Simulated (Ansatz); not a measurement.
# Abstraction of H: C3H6Te + CH2N → C3H5Te + CH3N

Gas-phase species: C3H6Te `C=CC[TeH]`, singlet; CH2N `C=[N]`, doublet; C3H5Te `C=CC[Te]`, doublet; CH3N (methanimine) `C=N`, singlet. A radical takes H: the energy is the difference in strength between the Te–H bond broken and the N–H bond made.

Shapes, held fixed at every level: PBE0-D4/def2-TZVP. Flexible molecules stand in one conformer, not always the lowest. Programs: Ansatz 0.2.0. The zero-point and thermal change to 298 K, harmonic and unscaled (PBE0-D4/def2-TZVP), is +18.5 kJ/mol.

```
                level                    kind  ΔH(298 K) (kJ/mol)  CPU time (sum over the molecules)
          HF/def2-SVP            Hartree–Fock               -47.4                                  –
    PBE-D4/def2-TZVPP                     GGA               -70.1                               35 s
  B3LYP-D4/def2-TZVPP           global hybrid               -68.6                               60 s
  BHLYP-D4/def2-TZVPP           global hybrid               -67.5                               44 s
   PBE0-D4/def2-TZVPP           global hybrid               -71.1                               41 s
r2SCAN0-D4/def2-TZVPP           global hybrid               -64.9                               59 s
   wB97X-V/def2-TZVPP  range-separated hybrid               -70.3                               92 s
    B2PLYP/def2-TZVPP           double hybrid               -75.2                               63 s
```

B2PLYP/def2-TZVPP gives ΔH(298 K) = -75.2 kJ/mol; the levels span -75.2 to -47.4. The median of the levels is -69.3. No measured value is set beside it here. Spin contamination: CH2N (⟨S²⟩ up to 0.93). Open shells run unrestricted. For atoms past krypton def2 sets carry core potentials with scalar relativity. Outer-core shells of Te are correlated, in sets that cover them unevenly. B2PLYP/def2-TZVPP lies outside the range of the other correlated levels here, so it shouldn't be taken on trust. Times are processor times on shared x86 and Arm servers, and rough.
